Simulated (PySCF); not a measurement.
**Electron correlation in Br (bromine, neutral)**

[Ar] 3d10 4s1 4p6, 2S determinant (an excited configuration). All numbers are calculated (PySCF 2.14, the non-relativistic Hamiltonian (point nucleus), in def2-QZVPPD). Frozen: [Ar] 3d10; 7 electrons correlated.

```
  level  correlation energy (mhartree)
   CCSD                        -291.79
    (T)                         -46.53
CCSD(T)                        -338.32
```

Diagnostics: T1 = 0.024, D1 = 0.0487, largest double amplitude 0.234.

Problem. Is a single reference adequate?

Solution. Not fully. A double-excitation amplitude exceeds 0.15, a sign of near-degeneracy.
